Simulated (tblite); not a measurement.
Species: C3H15BSi3.
Bonds: C1–B2, B2–Si3, Si3–Si4, Si4–Si5, Si5–C6, C6–C7. Hydrogens: H8, H9, H10 on C1; H11 on B2; H12, H13 on Si3; H14, H15 on Si4; H16, H17 on Si5; H18, H19 on C6; H20, H21, H22 on C7.

Computed with GFN2-xTB (tblite), gas phase: L-BFGS steps from a force-field or distance-geometry start until the largest atomic force falls under 0.01 eV/Å.

Step 41: E = -555.8527 eV
```
atom  x, y, z in Å  |  force x, y, z in eV/Å
C1     -4.8606    0.1470   -0.0156    0.005  -0.022  -0.003
B2     -3.4853   -0.2965   -0.6310    0.000   0.008   0.001
Si3    -1.7770    0.3101    0.1336   -0.011   0.030   0.015
Si4     0.1642   -0.8530   -0.4051   -0.022  -0.021  -0.052
Si5     1.9576   -0.7041    1.0517    0.008  -0.017  -0.004
C6      3.5891   -0.3140    0.1411    0.011   0.034  -0.024
C7      3.5763    1.0726   -0.4886    0.000   0.038  -0.009
H8     -5.7078   -0.4873   -0.2727    0.017  -0.016   0.004
H9     -5.0838    1.1333   -0.4341    0.008  -0.021   0.028
H10    -4.8473    0.2771    1.0656    0.002   0.020  -0.020
H11    -3.5084   -0.9502   -1.6091   -0.001   0.032   0.000
H12    -1.8152    0.4231    1.6097   -0.014  -0.010  -0.015
H13    -1.5346    1.7143   -0.2678    0.009  -0.003  -0.014
H14     0.5966   -0.4261   -1.7532   -0.010  -0.033   0.022
H15    -0.1488   -2.2820   -0.6217   -0.002   0.046   0.009
H16     1.7681    0.3516    2.0582    0.001   0.003   0.014
H17     2.1945   -1.9401    1.8113    0.006  -0.027   0.023
H18     4.4355   -0.3853    0.8277   -0.015   0.006  -0.011
H19     3.7630   -1.0541   -0.6425   -0.004  -0.019   0.021
H20     2.7639    1.1666   -1.2070   -0.005  -0.027  -0.006
H21     3.4385    1.8379    0.2722    0.006   0.006   0.021
H22     4.5111    1.2785   -1.0090    0.010  -0.007   0.001
```

Step 42: E = -555.8533 eV
```
atom  x, y, z in Å  |  force x, y, z in eV/Å
C1     -4.8603    0.1457   -0.0153    0.015  -0.016   0.002
B2     -3.4849   -0.2939   -0.6323   -0.009  -0.003  -0.008
Si3    -1.7768    0.3111    0.1333   -0.021   0.022   0.008
Si4     0.1635   -0.8525   -0.4042   -0.010  -0.031  -0.051
Si5     1.9577   -0.7041    1.0524    0.015  -0.007  -0.017
C6      3.5891   -0.3127    0.1405    0.000   0.021  -0.012
C7      3.5768    1.0742   -0.4895   -0.006   0.012  -0.003
H8     -5.7061   -0.4911   -0.2713    0.021  -0.004   0.009
H9     -5.0844    1.1318   -0.4336   -0.002  -0.021   0.022
H10    -4.8447    0.2774    1.0656   -0.007   0.014  -0.012
H11    -3.5118   -0.9453   -1.6117    0.013   0.031  -0.004
H12    -1.8189    0.4250    1.6086   -0.009  -0.008  -0.006
H13    -1.5320    1.7136   -0.2701    0.010   0.008  -0.014
H14     0.5931   -0.4270   -1.7538   -0.007  -0.033   0.026
H15    -0.1454   -2.2831   -0.6184   -0.006   0.052   0.009
H16     1.7714    0.3480    2.0627   -0.003   0.012   0.015
H17     2.1922   -1.9412    1.8100    0.012  -0.035   0.022
H18     4.4353   -0.3851    0.8267   -0.008   0.011  -0.003
H19     3.7620   -1.0555   -0.6411   -0.005  -0.003   0.012
H20     2.7636    1.1649   -1.2079    0.011  -0.013  -0.008
H21     3.4372    1.8394    0.2714    0.009  -0.002   0.011
H22     4.5129    1.2797   -1.0084   -0.010  -0.005   0.002
```

Problem. Estimate the geometry and energy of step 43. (The exact step hangs on the optimiser's Hessian estimate; all steps are aligned on step 42, rigid shifts and turns removed.)

Solution. E = -555.8537 eV, largest force 0.040 eV/Å
```
atom  x, y, z in Å  |  force x, y, z in eV/Å
C1     -4.8602    0.1443   -0.0149    0.018  -0.008   0.008
B2     -3.4852   -0.2921   -0.6336   -0.009  -0.007  -0.012
Si3    -1.7775    0.3121    0.1330   -0.018   0.009  -0.005
Si4     0.1628   -0.8526   -0.4039   -0.002  -0.018  -0.023
Si5     1.9585   -0.7044    1.0530    0.011  -0.001  -0.017
C6      3.5895   -0.3113    0.1400   -0.011   0.003   0.002
C7      3.5771    1.0756   -0.4903   -0.008  -0.011   0.003
H8     -5.7051   -0.4940   -0.2697    0.018   0.000   0.012
H9     -5.0851    1.1302   -0.4327   -0.011  -0.016   0.010
H10    -4.8429    0.2782    1.0653   -0.012   0.006   0.002
H11    -3.5149   -0.9402   -1.6147    0.022   0.027  -0.011
H12    -1.8225    0.4269    1.6076   -0.006  -0.006   0.002
H13    -1.5301    1.7130   -0.2728    0.010   0.015  -0.013
H14     0.5906   -0.4282   -1.7535   -0.001  -0.028   0.014
H15    -0.1425   -2.2832   -0.6158   -0.014   0.037   0.006
H16     1.7746    0.3449    2.0671   -0.005   0.010   0.008
H17     2.1915   -1.9430    1.8098    0.014  -0.029   0.015
H18     4.4357   -0.3848    0.8256   -0.002   0.017   0.005
H19     3.7613   -1.0565   -0.6397   -0.004   0.010   0.002
H20     2.7640    1.1632   -1.2092    0.018   0.000  -0.009
H21     3.4359    1.8406    0.2709    0.010  -0.007   0.001
H22     4.5142    1.2809   -1.0078   -0.020  -0.001   0.001
```

The energy changes by -0.0004 eV. The first-order estimate −F·Δx gives -0.0006 eV and the mean of the old and new forces, exact on a quadratic surface, -0.0004 eV. The step makes an angle of 72° with the force vector and moves no atom by more than 0.007 Å.

What follows is the cost of the whole relaxation. Time: 2.7 s wall. Hardware: Arm Neoverse N1, one thread, shared host with 64 logical CPUs at a one-minute load of 58.
